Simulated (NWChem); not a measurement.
System: C3H5BO; SMILES C1C=CB1O

NWChem input:

```
start job
memory heap 200 mb stack 700 mb global 900 mb
geometry units angstroms noautosym nocenter noautoz
  O      0.113053    -1.897165     0.000000
  B      0.061984    -0.550856     0.000000
  C      1.134367     0.570213     0.000000
  C      0.118119     1.464566     0.000000
  C     -1.107699     0.562628     0.000000
  H     -0.761333    -2.300543     0.000000
  H      2.211567     0.749048     0.000000
  H      0.143356     2.564460     0.000000
  H     -1.750494     0.651047    -0.893249
  H     -1.750494     0.651047     0.893249
end
basis spherical
  * library pcsseg-1
end
dft
  xc xpbe96 cpbe96
  iterations 150
end
property
  shielding 9 1 2 3 4 5 6 7 8 9
end
task dft property
```

Coordinates come from a PBE0/def2-SVP optimisation.

GIAO values for the isolated, static molecule; σ is the absolute isotropic shielding, δ = σ(reference) − σ with the isolated reference molecule computed at the same levels (11B: boron trifluoride, 13C: tetramethylsilane, 1H: tetramethylsilane, 17O: water).

Atoms are numbered as in the input.

Problem. What results follow from this input? (PBE/pcSseg-1, GIAO.) Quantities: δ O1 (ppm); δ B2 (ppm); δ C3 (ppm); δ C5 (ppm); δ H6 (ppm); δ H7 (ppm); δ H8 (ppm).

Solution. 
* **δ O1 (ppm)**: 179.5
* **δ B2 (ppm)**: 31.7
* **δ C3 (ppm)**: 146.5
* **δ C5 (ppm)**: 26.8
* **δ H6 (ppm)**: 4.92
* **δ H7 (ppm)**: 6.28
* **δ H8 (ppm)**: 8.36
